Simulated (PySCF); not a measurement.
# Excitation energy of N⁺ by level of theory

N⁺ [He] 2s2 2p2 (3P) → N⁺ [He] 2s1 2p3 (5S), as a difference of total energies. Calculation: PySCF 2.14, in aug-cc-pVTZ with one added diffuse shell each of s, p, d, f type (6s5p4d3f, 62 functions); no relativity, point nucleus. Correlated levels: valence: 1s2 frozen. The calculations carry no spin-orbit coupling.

```csv
method,excitation energy (eV),error (eV)
UHF,4.015,-1.775
LDA,5.692,-0.098
PBE,5.805,+0.015
PBE0,5.651,-0.139
r2SCAN,5.068,-0.722
B97-3,6.141,+0.351
MN15,5.739,-0.051
BP86,5.987,+0.197
r2SCANh,5.103,-0.687
MP2 (valence),5.228,-0.562
SCS-MP2 (valence),5.813,+0.023
```

Reference: 5.790 eV (measured; NIST levels, between the centres of gravity of the two terms).

Errors of the correlated levels include the incompleteness of this basis and the frozen core.
